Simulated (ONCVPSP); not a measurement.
# PBE ONCV dataset for hafnium, scalar-relativistic all-electron reference.

- Element: Hf (Z = 72)
- Generator: ONCVPSP 4.0.1
- Type: optimised norm-conserving Vanderbilt (ONCV)
- Functional: PBE
- Relativity: scalar-relativistic
- Frozen core: [Kr] 4d10 4f14
- Valence charge: 12
- Reference configuration: 5s2 5p6 5d2 6s2
- Partial waves: 5s+6s: rc 1.75 bohr, ncon 4, nbas 8, qcut 8.4 1/bohr, 2 projectors; 5p: rc 1.30 bohr, ncon 4, nbas 7, qcut 6 1/bohr, 2 projectors, debl 0.9 Ha; 5d: rc 3.30 bohr, ncon 3, nbas 8, qcut 5.7 1/bohr, 1 projector
- Local potential: polynomial inside 1.10 bohr (lpopt 2, dvloc0 4 Ha)
- Core correction: Teter function fitted to the true core (icmod 2), fcfact 0.6

In the p channel the program set the typed energies aside and used -1.307, 0.250 Ha.

Poles of the logarithmic derivatives, all-electron (AE) and pseudo (PS). s: poles at -2.0 (AE) and -2.0 (PS) Ha. p: poles at 2.6 (AE) and 2.6 (PS) Ha. d: poles at 0.1, 1.8, 4.8 (AE) and 0.1, 2.0 (PS) Ha. Test radii: s 1.78, p 1.32, d 3.36 bohr.

- Cutoffs needed: 70 Ha and 87 Ha (the cutoffs (Ha) at which the residual kinetic energy of the hardest occupied pseudo-wave falls to 1 and 0.1 mHa per electron)
- Ghost test: no bound ghost flagged; no localised positive-energy state flagged
- Configuration tests: 1 of 4 tests not solved or not reliable
- rms error of d²Exc/dni dnj: 6.45 mHa without and 0.62 mHa with the model core
